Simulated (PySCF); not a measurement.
P (SMILES [P-]), charge -1, triplet (in this run its highest filled SCF level lies above zero, so its values depend strongly on the basis, on diffuse functions most of all); MN15/3-21G in PySCF.

PySCF was given this input:
```python
from pyscf import gto, scf, dft

mol = gto.M(
    atom='''
P     0.00000000    0.00000000    0.00000000
''',
    basis='3-21g',
    charge=-1,
    spin=2,
    verbose=4,
)

mf = dft.UKS(mol)
mf.xc = 'mn15'
mf.kernel()
mf.analyze()
```

Task: Predict the main parts of the log of this PySCF run.

Result: 
```
PySCF version 2.14.0

[INPUT] verbose = 4
[INPUT] num. atoms = 1
[INPUT] num. electrons = 16
[INPUT] charge = -1
[INPUT] spin (= nelec alpha-beta = 2S) = 2
[INPUT] symmetry False subgroup None
[INPUT] Mole.unit = angstrom
[INPUT] Symbol           X                Y                Z      unit          X                Y                Z       unit  Magmom
[INPUT]  1 P      0.000000000000   0.000000000000   0.000000000000 AA    0.000000000000   0.000000000000   0.000000000000 Bohr   0.0

nuclear repulsion = 0
number of shells = 7
number of NR pGTOs = 27
number of NR cGTOs = 13
basis = 3-21g
ecp = {}

******** <class 'pyscf.dft.uks.UKS'> ********
method = UKS
initial guess = minao
damping factor = 0
level_shift factor = 0
DIIS = <class 'pyscf.scf.diis.CDIIS'>
diis_start_cycle = 1
diis_space = 8
diis_damp = 0
SCF conv_tol = 1e-09
SCF conv_tol_grad = None
SCF max_cycles = 50
direct_scf = True
direct_scf_tol = 1e-13
number electrons alpha = 9  beta = 7
XC library pyscf.dft.libxc version 7.1.2
    S. Lehtola, C. Steigemann, M. J. T. Oliveira, and M. A. L. Marques,  SoftwareX 7, 1–5 (2018)
XC functionals = mn15
    H. S. Yu, X. He, S. L. Li, and D. G. Truhlar,  Chem. Sci. 7, 5032–5051 (2016)
    H. S. Yu, X. He, S. L. Li, and D. G. Truhlar,  Chem. Sci. 7, 5032–5051 (2016)
radial grids:
    Treutler-Ahlrichs [JCP 102, 346 (1995); DOI:10.1063/1.469408] (M4) radial grids

becke partition: Becke, JCP 88, 2547 (1988); DOI:10.1063/1.454033
pruning grids: <function nwchem_prune>
grids dens level: 3
symmetrized grids: False
atomic radii adjust function: <function treutler_atomic_radii_adjust>
small_rho_cutoff = 0
Set gradient conv threshold to 3.16228e-05
tot grids = 19184
init E= -338.790589678073

cycle= 1 E= -339.171448424126  delta_E= -0.381  |g|= 0.133  |ddm|= 0.872
cycle= 2 E= -339.181425913874  delta_E= -0.00998  |g|= 0.0848  |ddm|= 0.43
cycle= 3 E= -339.18635828269  delta_E= -0.00493  |g|= 0.00125  |ddm|= 0.158
cycle= 4 E= -339.186359819159  delta_E= -1.54e-06  |g|= 0.000128  |ddm|= 0.00339
cycle= 5 E= -339.18635984273  delta_E= -2.36e-08  |g|= 1.08e-05  |ddm|= 0.000449
cycle= 6 E= -339.186359842863  delta_E= -1.33e-10  |g|= 6.27e-07  |ddm|= 3.28e-05
Extra cycle  E= -339.186359842863  delta_E= -4.55e-13  |g|= 2.63e-07  |ddm|= 1.97e-06
converged SCF energy = -339.186359842863  <S^2> = 2.0002028  2S+1 = 3.0001352
**** SCF Summaries ****
Total Energy =                        -339.186359842863340
Nuclear Repulsion Energy =               0.000000000000000
One-electron Energy =                 -474.933761108358453
Two-electron Energy =                  135.747401265495085
Two-electron Coulomb Energy =          158.797172854294217
DFT Exchange-Correlation Energy =      -23.049771588799139
**** MO energy ****
                             alpha | beta                alpha | beta
MO #1   energy= -75.1052810203742  | -75.0986756992174  occ= 1 | 1
MO #2   energy= -5.9844551382995   | -5.98196304098422  occ= 1 | 1
MO #3   energy= -4.35081634496162  | -4.3444191451367   occ= 1 | 1
MO #4   energy= -4.35081634495967  | -4.34441914512667  occ= 1 | 1
MO #5   energy= -4.33403698018478  | -4.33360346939349  occ= 1 | 1
MO #6   energy= -0.264970456967305 | -0.200376201399164 occ= 1 | 1
MO #7   energy= 0.036830044195624  | 0.0983809098010501 occ= 1 | 1
MO #8   energy= 0.036830044196995  | 0.213005144554135  occ= 1 | 0
MO #9   energy= 0.0541153041595868 | 0.213005148597725  occ= 1 | 0
MO #10  energy= 0.657697533945028  | 0.697327583800782  occ= 0 | 0
MO #11  energy= 0.708077130237655  | 0.726941979485946  occ= 0 | 0
MO #12  energy= 0.708077130244013  | 0.793464996587429  occ= 0 | 0
MO #13  energy= 0.76100487606376   | 0.793465002882188  occ= 0 | 0

To work with the spin densities directly, `use mulliken_meta_spin()` only printing them here.

 ** Mulliken spin pop alpha/beta on meta-lowdin orthogonal AOs **
 ** Mulliken Spin Density (per AO)  **
spin_pop of  0 P 1s        0.00000
spin_pop of  0 P 2s        0.00011
spin_pop of  0 P 3s       -0.00093
spin_pop of  0 P 4s        0.00082
spin_pop of  0 P 2px       0.00014
spin_pop of  0 P 2py       0.00006
spin_pop of  0 P 2pz       0.00016
spin_pop of  0 P 3px       0.83412
spin_pop of  0 P 3py       0.20440
spin_pop of  0 P 3pz       0.94828
spin_pop of  0 P 4px       0.00568
spin_pop of  0 P 4py       0.00054
spin_pop of  0 P 4pz       0.00662
 ** Mulliken Spin Density (per atom)  **
spin density of  0 P =      2.00000
 ** Mulliken pop alpha/beta on meta-lowdin orthogonal AOs **
 ** Mulliken pop       alpha | beta **
pop of  0 P 1s        1.00000 | 1.00000
pop of  0 P 2s        0.99963 | 0.99952
pop of  0 P 3s        0.99806 | 0.99899
pop of  0 P 4s        0.00231 | 0.00149
pop of  0 P 2px       0.99989 | 0.99975
pop of  0 P 2py       0.99991 | 0.99985
pop of  0 P 2pz       0.99989 | 0.99973
pop of  0 P 3px       0.99315 | 0.15903
pop of  0 P 3py       0.99359 | 0.78919
pop of  0 P 3pz       0.99307 | 0.04479
pop of  0 P 4px       0.00696 | 0.00128
pop of  0 P 4py       0.00650 | 0.00596
pop of  0 P 4pz       0.00704 | 0.00043
In total             9.00000 | 7.00000
 ** Mulliken atomic charges   ( Nelec_alpha | Nelec_beta ) **
charge of  0P =     -1.00000  (     9.00000      7.00000 )

WARN: System has nonzero charge -1; the dipole moment is origin-dependent.
Location of origin: [0. 0. 0.]

Dipole moment(X, Y, Z, Debye):  0.00000,  0.00000, -0.00000
```
